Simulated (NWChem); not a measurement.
System: CH$_{3}$BrMg; SMILES [CH3][Mg][Br]

Here is an NWChem input.

```
start job
memory heap 200 mb stack 900 mb global 1100 mb
geometry units angstroms noautosym nocenter noautoz
  Mg    -0.006984    -1.122545    -0.000290
  Br     0.036313     1.242373     0.000437
  C     -0.045477    -3.202567    -0.000338
  H     -0.305786    -3.602555    -0.994528
  H     -0.787288    -3.593438     0.715971
  H      0.934514    -3.625026     0.277774
end
basis spherical
  Mg library def2-tzvp
  Br library def2-tzvp
  C library def2-tzvp
  H library def2-tzvp
end
dft
  xc pbe0
  iterations 150
  vectors input atomic output neutral.movecs
end
task dft energy
charge 1
dft
  odft
  mult 2
  vectors input atomic output cation.movecs
end
task dft energy
```

Excerpt of the output:

```
             Northwest Computational Chemistry Package (NWChem) 7.3.0
             --------------------------------------------------------

                             Geometry "geometry" -> ""
                             -------------------------

 Output coordinates in angstroms (scale by  1.889725989 to convert to a.u.)

  No.       Tag          Charge          X              Y              Z
 ---- ---------------- ---------- -------------- -------------- --------------
    1 Mg                  12.0000    -0.00698400    -1.12254500    -0.00029000
    2 Br                  35.0000     0.03631300     1.24237300     0.00043700
    3 C                    6.0000    -0.04547700    -3.20256700    -0.00033800
    4 H                    1.0000    -0.30578600    -3.60255500    -0.99452800
    5 H                    1.0000    -0.78728800    -3.59343800     0.71597100
    6 H                    1.0000     0.93451400    -3.62502600     0.27777400

 Effective nuclear repulsion energy (a.u.)     165.0998400250

                                 NWChem DFT Module
                                 -----------------

 Summary of "ao basis" -> "ao basis" (spherical)
 ------------------------------------------------------------------------------
       Tag                 Description            Shells   Functions and Types
 ---------------- ------------------------------  ------  ---------------------
 Mg                        def2-tzvp                12       32   5s4p3d
 Br                        def2-tzvp                16       48   6s5p4d1f
 C                         def2-tzvp                11       31   5s3p2d1f
 H                         def2-tzvp                 4        6   3s1p

            General Information
            -------------------
          SCF calculation type: DFT
          Wavefunction type:  closed shell.
          No. of atoms     :     6
          No. of electrons :    56
           Alpha electrons :    28
            Beta electrons :    28
          Charge           :     0
          Spin multiplicity:     1
          Use of symmetry is: off; symmetry adaption is: off
          Maximum number of iterations: 150
          AO basis - number of functions:   129
                     number of shells:    51
          Convergence on energy requested:  1.00D-06
          Convergence on density requested:  1.00D-05
          Convergence on gradient requested:  5.00D-04

              XC Information
              --------------
                         PBE0 Method XC Functional
                     Hartree-Fock (Exact) Exchange  0.250
          PerdewBurkeErnzerhof Exchange Functional  0.750
            Perdew 1991 LDA Correlation Functional  1.000 local
           PerdewBurkeErnz. Correlation Functional  1.000 non-local

             Grid Information
             ----------------
          Grid used for XC integration:  medium
          Radial quadrature: Mura-Knowles
          Angular quadrature: Lebedev.
          Tag              B.-S. Rad. Rad. Pts. Rad. Cut. Ang. Pts.
          ---              ---------- --------- --------- ---------
          Mg                  1.50       88          10.0       590
          Br                  1.15      112          13.0       590
          C                   0.70       49          12.0       434
          H                   0.35       45          13.0       434
          Grid pruning is: on
          Number of quadrature shells:   384
          Spatial weights used:  Erf1

      Superposition of Atomic Density Guess
      -------------------------------------

 Sum of atomic energies:       -2811.17638706

      Non-variational initial energy
      ------------------------------

 Total energy =   -2811.902095
 1-e energy   =   -4242.082222
 2-e energy   =    1265.080287
 HOMO         =      -0.339612
 LUMO         =      -0.059914

   convergence    iter        energy       DeltaE   RMS-Dens  Diis-err
 ---------------- ----- ----------------- --------- --------- ---------
 d= 0,ls=0.0,diis     1  -2813.7402676917 -2.98D+03  4.75D-03  6.03D-01
 d= 0,ls=0.0,diis     2  -2813.7555435043 -1.53D-02  2.92D-03  2.15D-01
 d= 0,ls=0.0,diis     3  -2813.7722899912 -1.67D-02  8.73D-04  4.15D-02
 d= 0,ls=0.0,diis     4  -2813.7764430024 -4.15D-03  1.23D-04  6.42D-04
 d= 0,ls=0.0,diis     5  -2813.7765194657 -7.65D-05  3.60D-05  5.41D-05
  Resetting Diis
 d= 0,ls=0.0,diis     6  -2813.7765260646 -6.60D-06  6.00D-06  1.15D-06
 d= 0,ls=0.0,diis     7  -2813.7765261683 -1.04D-07  1.88D-06  5.01D-08

         Total DFT energy =    -2813.776526168272
      One electron energy =    -4245.465322397346
           Coulomb energy =     1380.554902114382
    Exchange-Corr. energy =     -113.965945910320
 Nuclear repulsion energy =      165.099840025012

 Numeric. integr. density =       55.999999298825

                       DFT Final Molecular Orbital Analysis
                       ------------------------------------

 Vector   26  Occ=2.000000D+00  E=-2.942386D-01
              MO Center=  3.4D-02,  1.1D+00,  3.4D-04, r^2= 1.7D+00
   Bfn.  Coefficient  Atom+Function         Bfn.  Coefficient  Atom+Function
  ----- ------------  ---------------      ----- ------------  ---------------
    50      0.505273  2 Br pz                44     -0.341987  2 Br pz
    53      0.311010  2 Br pz                47      0.303684  2 Br pz
    41      0.104359  2 Br pz                48     -0.070380  2 Br px
    14      0.049811  1 Mg pz                42      0.047635  2 Br px
    51     -0.043320  2 Br px                45     -0.042300  2 Br px

 Vector   27  Occ=2.000000D+00  E=-2.942386D-01
              MO Center=  3.5D-02,  1.1D+00,  4.7D-04, r^2= 1.7D+00
   Bfn.  Coefficient  Atom+Function         Bfn.  Coefficient  Atom+Function
  ----- ------------  ---------------      ----- ------------  ---------------
    48      0.505188  2 Br px                42     -0.341930  2 Br px
    51      0.310958  2 Br px                45      0.303633  2 Br px
    39      0.104341  2 Br px                50      0.070388  2 Br pz
    12      0.049802  1 Mg px                44     -0.047641  2 Br pz
    53      0.043326  2 Br pz                47      0.042306  2 Br pz

 Vector   28  Occ=2.000000D+00  E=-2.784194D-01
              MO Center= -3.0D-02, -2.4D+00, -3.0D-04, r^2= 3.1D+00
   Bfn.  Coefficient  Atom+Function         Bfn.  Coefficient  Atom+Function
  ----- ------------  ---------------      ----- ------------  ---------------
    87      0.312622  3 C  py                90      0.294660  3 C  py
     4      0.252038  1 Mg s                 93      0.210446  3 C  py
    49      0.188553  2 Br py                13     -0.138520  1 Mg py
     3     -0.128555  1 Mg s                  7      0.122037  1 Mg py
    43     -0.121529  2 Br py                52      0.119399  2 Br py

 Vector   29  Occ=0.000000D+00  E=-4.246971D-02
              MO Center= -7.4D-03, -1.2D+00, -1.0D-03, r^2= 6.7D+00
   Bfn.  Coefficient  Atom+Function         Bfn.  Coefficient  Atom+Function
  ----- ------------  ---------------      ----- ------------  ---------------
     5      1.176555  1 Mg s                 85     -0.801687  3 C  s
     4      0.357716  1 Mg s                 38     -0.285121  2 Br s
    93     -0.276627  3 C  py                16     -0.183105  1 Mg py
    52      0.181451  2 Br py                49      0.163671  2 Br py
     3     -0.162659  1 Mg s                 37     -0.130833  2 Br s

 Vector   30  Occ=0.000000D+00  E=-5.129152D-03
              MO Center=  2.5D-02, -1.1D+00,  1.9D-02, r^2= 5.6D+00
   Bfn.  Coefficient  Atom+Function         Bfn.  Coefficient  Atom+Function
  ----- ------------  ---------------      ----- ------------  ---------------
    17      0.930533  1 Mg pz                14      0.234837  1 Mg pz
    53     -0.212897  2 Br pz                 8     -0.145403  1 Mg pz
    15     -0.135195  1 Mg px                50     -0.119470  2 Br pz
   114      0.117297  4 H  s                120     -0.100586  5 H  s
    47     -0.092032  2 Br pz                44      0.089739  2 Br pz

 Vector   31  Occ=0.000000D+00  E=-5.125061D-03
              MO Center= -3.9D-02, -1.1D+00, -1.9D-02, r^2= 5.6D+00
   Bfn.  Coefficient  Atom+Function         Bfn.  Coefficient  Atom+Function
  ----- ------------  ---------------      ----- ------------  ---------------
    15      0.930406  1 Mg px                12      0.234800  1 Mg px
    51     -0.212871  2 Br px                 6     -0.145377  1 Mg px
    17      0.135214  1 Mg pz               126     -0.125819  6 H  s
    48     -0.119455  2 Br px                45     -0.092020  2 Br px
    42      0.089727  2 Br px               120      0.077061  5 H  s

     Multipole analysis of the density
     ---------------------------------

     L   x y z        total         alpha         beta         nuclear
     -   - - -        -----         -----         ----         -------
     0   0 0 0     -0.000000    -28.000000    -28.000000     56.000000

     1   1 0 0     -0.015354     -0.721734     -0.721734      1.428113
     1   0 1 0     -0.858109     -0.406466     -0.406466     -0.045176
     1   0 0 1     -0.000513     -0.008764     -0.008764      0.017015

     2   2 0 0    -25.741473    -15.809348    -15.809348      5.877223
     2   1 1 0     -0.146440     -5.590481     -5.590481     11.034522
     2   1 0 1     -0.000080     -0.001277     -0.001277      0.002475
     2   0 2 0    -32.449800   -319.254858   -319.254858    606.059915
     2   0 1 1     -0.000619     -0.058357     -0.058357      0.116095
     2   0 0 2    -25.738214    -15.688225    -15.688225      5.638236

                                 NWChem DFT Module
                                 -----------------

            General Information
            -------------------
          SCF calculation type: DFT
          Wavefunction type:  spin polarized.
          No. of atoms     :     6
          No. of electrons :    55
           Alpha electrons :    28
            Beta electrons :    27
          Charge           :     1
          Spin multiplicity:     2
          Use of symmetry is: off; symmetry adaption is: off
          Maximum number of iterations: 150
          AO basis - number of functions:   129
                     number of shells:    51
          Convergence on energy requested:  1.00D-06
          Convergence on density requested:  1.00D-05
          Convergence on gradient requested:  5.00D-04

              XC Information
              --------------
                         PBE0 Method XC Functional
                     Hartree-Fock (Exact) Exchange  0.250
          PerdewBurkeErnzerhof Exchange Functional  0.750
            Perdew 1991 LDA Correlation Functional  1.000 local
           PerdewBurkeErnz. Correlation Functional  1.000 non-local

             Grid Information
             ----------------
          Grid used for XC integration:  medium
          Radial quadrature: Mura-Knowles
          Angular quadrature: Lebedev.
          Tag              B.-S. Rad. Rad. Pts. Rad. Cut. Ang. Pts.
          ---              ---------- --------- --------- ---------
          Mg                  1.50       88          10.0       590
          Br                  1.15      112          13.0       590
          C                   0.70       49          12.0       434
          H                   0.35       45          13.0       434
          Grid pruning is: on
          Number of quadrature shells:   384
          Spatial weights used:  Erf1

      Superposition of Atomic Density Guess
      -------------------------------------

 Sum of atomic energies:       -2811.17638706

 Renormalizing density from      56.00 to     55

      Non-variational initial energy
      ------------------------------

 Total energy =   -2780.928660
 1-e energy   =   -4166.330754
 2-e energy   =    1220.302254
 HOMO         =      -0.573868
 LUMO         =      -0.295568

   convergence    iter        energy       DeltaE   RMS-Dens  Diis-err
 ---------------- ----- ----------------- --------- --------- ---------
 d= 0,ls=0.0,diis     1  -2812.9815402733 -2.98D+03  1.20D-02  2.50D+00
                                                     1.22D-02  2.48D+00
 d= 0,ls=0.5,diis     2  -2811.5824367439  1.40D+00  6.37D-03  4.58D+00
                                                     5.55D-03  3.94D+00
 d= 0,ls=0.5,diis     3  -2813.0541029951 -1.47D+00  3.21D-03  4.64D-01
                                                     2.53D-03  3.13D-01
 d= 0,ls=0.5,diis     4  -2813.3335875647 -2.79D-01  1.26D-03  4.94D-02
                                                     9.44D-04  2.82D-02
 d= 0,ls=0.5,diis     5  -2813.3724548541 -3.89D-02  6.72D-04  1.34D-02
                                                     5.07D-04  7.38D-03
  Resetting Diis
 d= 0,ls=0.5,diis     6  -2813.3843993265 -1.19D-02  3.70D-04  3.91D-03
                                                     2.78D-04  2.14D-03
 d= 0,ls=0.5,diis     7  -2813.3882588190 -3.86D-03  2.52D-04  1.21D-03
                                                     2.08D-04  6.66D-04
 d= 0,ls=0.5,diis     8  -2813.3896972620 -1.44D-03  1.35D-04  3.78D-04
                                                     1.20D-04  2.69D-04
 d= 0,ls=0.5,diis     9  -2813.3901242443 -4.27D-04  8.76D-05  1.19D-04
                                                     8.09D-05  7.36D-05
 d= 0,ls=0.5,diis    10  -2813.3902743894 -1.50D-04  5.60D-05  4.84D-05
                                                     4.80D-05  2.35D-05
 d= 0,ls=0.5,diis    11  -2813.3903402057 -6.58D-05  3.74D-05  2.15D-05
                                                     3.07D-05  1.03D-05
 d= 0,ls=0.5,diis    12  -2813.3903690838 -2.89D-05  2.82D-05  1.02D-05
                                                     2.07D-05  4.26D-06
 d= 0,ls=0.5,diis    13  -2813.3903833261 -1.42D-05  2.10D-05  4.80D-06
                                                     1.46D-05  1.93D-06
 d= 0,ls=0.5,diis    14  -2813.3903904394 -7.11D-06  1.57D-05  2.51D-06
                                                     9.88D-06  1.14D-06
 d= 0,ls=0.5,diis    15  -2813.3903942412 -3.80D-06  1.22D-05  1.28D-06
                                                     7.85D-06  7.13D-07
 d= 0,ls=0.5,diis    16  -2813.3903964463 -2.21D-06  9.09D-06  7.20D-07
                                                     6.01D-06  5.90D-07
 d= 0,ls=0.5,diis    17  -2813.3903978244 -1.38D-06  7.20D-06  3.86D-07
                                                     5.16D-06  4.59D-07
 d= 0,ls=0.5,diis    18  -2813.3903987826 -9.58D-07  4.87D-06  1.92D-07
                                                     4.01D-06  3.43D-07

         Total DFT energy =    -2813.390399435788
      One electron energy =    -4229.852630097404
           Coulomb energy =     1365.045495229637
    Exchange-Corr. energy =     -113.683104593034
 Nuclear repulsion energy =      165.099840025012

 Numeric. integr. density =       54.999999445898

                    DFT Final Alpha Molecular Orbital Analysis
                    ------------------------------------------

 Vector   26  Occ=1.000000D+00  E=-5.361552D-01
              MO Center=  1.4D-01, -3.4D+00,  1.4D-01, r^2= 1.3D+00
   Bfn.  Coefficient  Atom+Function         Bfn.  Coefficient  Atom+Function
  ----- ------------  ---------------      ----- ------------  ---------------
    86      0.316864  3 C  px                89      0.255955  3 C  px
   125      0.233805  6 H  s                124      0.162727  6 H  s
   119     -0.154663  5 H  s                 92      0.137153  3 C  px
   118     -0.107710  5 H  s                113     -0.078998  4 H  s
   126      0.074216  6 H  s                112     -0.055033  4 H  s

[...]
```

Level: PBE0/def2-TZVP, vertical spin-unrestricted ions. Structure relaxed at the PBE0/def2-SVP level.
